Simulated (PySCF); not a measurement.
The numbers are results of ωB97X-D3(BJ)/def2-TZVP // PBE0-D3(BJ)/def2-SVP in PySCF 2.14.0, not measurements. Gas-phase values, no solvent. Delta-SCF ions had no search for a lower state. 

Reference species (SMILES): `[SiH3][GeH3]` (neutral, multiplicity 1).

| Quantity | Value |
|---|---|
| S1 oscillator strength | 0.031 |
| vertical ionisation energy (Delta-SCF) | 10.56 eV |
| HOMO–LUMO gap | 12.86 eV |
| HOMO | -10.61 eV |

Changed species: `[SiH3][GeH2][SiH3]` (2 of 4 H replaced by SiH3; the reference has 1 of 4 H replaced by SiH3).

Question: Give the shifts of the S1 oscillator strength, vertical ionisation energy (Delta-SCF), HOMO–LUMO gap and HOMO.

Answer: the S1 oscillator strength rises by 0.150, to 0.181; the vertical ionisation energy (Delta-SCF) falls by 0.62 eV, to 9.94 eV; the HOMO–LUMO gap drops by 0.89 eV, to 11.97 eV; the HOMO increases by 0.46 eV, to -10.15 eV.
